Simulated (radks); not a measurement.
Values are calculated unless marked as measured or tabulated.
All-electron atom: Nb I in [Kr] 4d4 5s1.

Code: a radial shooting solver on a logarithmic mesh with Libxc functionals. Model: Dirac Kohn-Sham, PBE, spin-unpolarised, spherical densities, finite nucleus; open shells are shared between the two j in proportion to 2j + 1; Fermi nuclear charge, rms radius 4.324 fm.

Energy parts (hartree):
part                       energy
total                 -3820.06212
kinetic                3954.20807
electron-nucleus      -9225.30071
Hartree                1569.90425
exchange-correlation   -118.87373

Orbitals (lengths in bohr, moments of r in powers of bohr; <r^-3> diverges for s and p1/2):
| orbital | occ. | eigenvalue (hartree) | <r^-3> | small-component weight |
|---|---|---|---|---|
| 1s1/2 | 2 | -690.8634 | - | 2.23e-02 |
| 2s1/2 | 2 | -96.61632 | - | 4.56e-03 |
| 2p1/2 | 2 | -88.66571 | - | 4.56e-03 |
| 2p3/2 | 4 | -85.14587 | 2211 | 4.42e-03 |
| 3s1/2 | 2 | -16.12135 | - | 1.20e-03 |
| 3p1/2 | 2 | -13.12767 | - | 1.15e-03 |
| 3p3/2 | 4 | -12.55758 | 362.6 | 1.11e-03 |
| 3d3/2 | 4 | -7.27219 | 52.17 | 9.93e-04 |
| 3d5/2 | 6 | -7.16606 | 49.85 | 9.82e-04 |
| 4s1/2 | 2 | -2.14487 | - | 2.60e-04 |
| 4p1/2 | 2 | -1.32073 | - | 2.15e-04 |
| 4p3/2 | 4 | -1.24370 | 49.04 | 2.06e-04 |
| 5s1/2 | 1 | -0.14633 | - | 2.68e-05 |
| 4d3/2 | 1.6 | -0.11520 | 2.912 | 8.73e-05 |
| 4d5/2 | 2.4 | -0.10952 | 2.737 | 8.51e-05 |

The highest occupied level is 4d5/2 at -2.980 eV. Summed over all electrons, <r^2> = 60.20 bohr^2, which gives a Langevin (diamagnetic) susceptibility term of -47.7 x 10^-6 cm^3/mol.
